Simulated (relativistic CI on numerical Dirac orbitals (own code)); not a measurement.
**Electric-dipole lines of Lu²¹⁺**

Method of calculation: Dirac-Coulomb-Breit CI, orbitals from a KLI potential per configuration, model QED (radiative potential, 1s self-energy scaled to tabulated hydrogen-like ionisation energies), unscaled Slater integrals (own radial code, finite nucleus).

Configuration list (outside the closed core [Ar] 3d10): 4s2.4p6.4d10.4f4, 4s2.4p6.4d10.4f3.5s, 4s2.4p6.4d10.4f2.5s2, 4s2.4p6.4d10.4f3.5p, 4s2.4p6.4d9.4f5, 4s2.4p6.4d10.4f2.5s.5p, 4s2.4p6.4d10.4f2.5p2, 4s2.4p6.4d10.4f2.5s.5d, 4s2.4p6.4d10.4f3.5d, 4s2.4p6.4d10.4f2.5p.5d, 4s2.4p5.4d10.4f5, 4s2.4p6.4d9.4f3.5s2, 4s2.4p6.4d10.4f3.5f, 4s2.4p6.4d9.4f4.5s, 4s2.4p6.4d10.4f2.5d2, 4s2.4p6.4d10.4f3.6s, 4s.4p6.4d10.4f5, 4s2.4p6.4d10.4f3.5g, 4s2.4p6.4d10.4f3.6d. Levels of other configurations are missing.

```
λ vac (Å)                            Lower                            Upper   A (s⁻¹)  E lower (cm⁻¹)  E upper (cm⁻¹)
   219.21  4s2.4p6.4d10.4f3.5s 3L°_8 [160]   4s2.4p6.4d10.4f3.5p 1M_9 [389]  2.62e+10          599784         1055961
   220.06  4s2.4p6.4d10.4f3.5s 3I°_6 [155]   4s2.4p6.4d10.4f3.5p 3K_7 [377]  3.06e+10          592498         1046919
   220.98  4s2.4p6.4d10.4f3.5s 3L°_9 [165]  4s2.4p6.4d10.4f3.5p 3M_10 [390]  4.59e+10          603442         1055975
   221.52  4s2.4p6.4d10.4f3.5s 5I°_8 [114]   4s2.4p6.4d10.4f3.5p 3K_8 [292]  1.98e+10          535920          987349
   222.52  4s2.4p6.4d10.4f3.5s 3K°_7 [132]   4s2.4p6.4d10.4f3.5p 1L_8 [331]  2.76e+10          565989         1015380
   222.96  4s2.4p6.4d10.4f3.5s 3K°_8 [139]   4s2.4p6.4d10.4f3.5p 3L_9 [342]  4.25e+10          574369         1022879
   223.85  4s2.4p6.4d10.4f3.5s 5G°_5 [137]   4s2.4p6.4d10.4f3.5p 5H_6 [336]  3.58e+10          570885         1017610
   224.73  4s2.4p6.4d10.4f3.5s 5I°_5 [109]   4s2.4p6.4d10.4f3.5p 5I_6 [271]  3.11e+10          505084          950062
   224.73  4s2.4p6.4d10.4f3.5s 3H°_6 [130]   4s2.4p6.4d10.4f3.5p 3I_7 [317]  3.52e+10          561287         1006261
   225.35  4s2.4p6.4d10.4f3.5s 5I°_6 [110]   4s2.4p6.4d10.4f3.5p 5K_7 [272]  3.43e+10          515450          959197
   225.45  4s2.4p6.4d10.4f3.5s 5G°_6 [144]   4s2.4p6.4d10.4f3.5p 5H_7 [343]  3.73e+10          579593         1023144
   225.67  4s2.4p6.4d10.4f3.5s 5I°_8 [114]   4s2.4p6.4d10.4f3.5p 5K_9 [284]  4.27e+10          535920          979050
   225.70  4s2.4p6.4d10.4f3.5s 5I°_7 [112]   4s2.4p6.4d10.4f3.5p 5K_8 [276]  3.81e+10          525880          968948
   226.22  4s2.4p6.4d10.4f3.5s 5F°_5 [126]   4s2.4p6.4d10.4f3.5p 5G_6 [308]  2.99e+10          557732          999775
   226.74  4s2.4p6.4d10.4f3.5s 3G°_5 [149]   4s2.4p6.4d10.4f3.5p 3H_6 [350]  3.68e+10          585142         1026167
   227.20  4s2.4p6.4d10.4f3.5s 3I°_5 [111]   4s2.4p6.4d10.4f3.5p 3K_6 [274]  2.41e+10          522272          962422
   227.40  4s2.4p6.4d10.4f3.5s 3G°_5 [118]   4s2.4p6.4d10.4f3.5p 3H_6 [286]  2.85e+10          542596          982345
   228.26  4s2.4p6.4d10.4f3.5s 3I°_6 [116]   4s2.4p6.4d10.4f3.5p 3K_7 [280]  2.19e+10          537774          975872
   229.18  4s2.4p6.4d10.4f3.5s 3I°_7 [122]   4s2.4p6.4d10.4f3.5p 3K_8 [292]  2.05e+10          551019          987349
   233.18  4s2.4p6.4d10.4f3.5s 3I°_7 [122]   4s2.4p6.4d10.4f3.5p 3I_7 [285]  2.26e+10          551019          979879
```

Terms are leading LS components. Brackets give the number of a level in order of energy, since labels repeat. The list gives strong lines, with weight on those to low levels, without lines whose two gauges differ by over a factor of 2.5, among the lowest 400 of 9784 levels, so that lines to higher ones, which can be the strongest, are missing. Levels whose partners in the same complex of configurations lie outside the list can be far off, and so can their lines. Rates are taken at the computed energies, electric ones in the length gauge.

At this charge energies of transitions that change n are usually good to better than 1 %, and those within a shell (Δn = 0) to a few per cent. Terms inside the open d or f shell come out 10 to 20 % too wide with unscaled integrals.

LS names give the leading component of a level, which can be under half, so a name can repeat, a term be missing and a line seem to break the LS rules.
